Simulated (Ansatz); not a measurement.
Te₃Pt₂, relaxed as a singlet with RKS PBE-D4/def2-SVP in Ansatz, starting from the GFN1-xTB geometry. Force threshold 0.02 eV/Å.

In the def2 sets Pt, Te take a core potential; there is no spin–orbit coupling. The restricted singlet is unstable towards broken spin symmetry in Hartree–Fock (as tested in another run); at PBE-D4/def2-SVP this wasn't settled. An occupied level lies above an empty one. The structure comes from a short search, and lower isomers may exist.

Start:

```csv
atom,x (Å),y (Å),z (Å)
Pt1,-1.169,-1.201,1.124
Pt2,0.595,-1.033,-0.904
Te3,1.064,1.572,-0.922
Te4,1.012,0.116,1.431
Te5,-1.502,0.546,-0.730
```

(1) Estimate the energy that the relaxation releases and the steps that it takes.

(2) Does the start keep its bonding and symmetry?

(3) Predict the relaxed structure.

## Answers

(1) 1.34 eV, in 18 steps; 98 s on 4 threads of Intel Xeon on a shared host. No frequencies were taken in this run, so the end may be a saddle point.

(2) Bonds lost: Te3–Te4, Te3–Te5 (atoms count from 1). Point group Cs at the start, Cs at the end, both within 0.05 Å.

(3) 
```xyz
5

Pt   -1.292   -1.123    1.246
Pt    0.427    0.306   -0.301
Te    1.789    1.651   -1.890
Te    1.148   -0.726    1.903
Te   -2.071   -0.108   -0.958
```
Bond lengths (bridged metal pairs left out): 5 × Pt–Te 2.49 to 2.62 Å.
